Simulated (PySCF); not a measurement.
Positional isomers: silole silyl. Gas-phase values, no solvent. Strings in code marks are SMILES.

The S1–T1 gap (TDA) from two functionals at the same geometries (B3LYP-D3(BJ)/def2-TZVP), both in PySCF: PBE-D3(BJ)/def2-TZVP and B3LYP-D3(BJ)/def2-TZVP. B3LYP has the VWN-RPA correlation part, as in Gaussian. Excitations are Tamm–Dancoff values on a coarser integration grid. The basis has no diffuse functions, so Rydberg states are missing or too high.

```csv
species,PBE-D3(BJ)/def2-TZVP (eV),B3LYP-D3(BJ)/def2-TZVP (eV)
`[SiH3]C1=CC=C[SiH2]1`,1.72,1.86
`[SiH3]C1=C[SiH2]C=C1`,1.72,1.84
`[SiH]1(C=CC=C1)[SiH3]`,1.69,1.82
```

Over these rows, drawn at random from the members with no instability flagged (it was tested for open shells, ions and some series alone), PBE minus B3LYP-D3(BJ): mean -0.13 eV, from -0.13 eV to -0.12 eV.
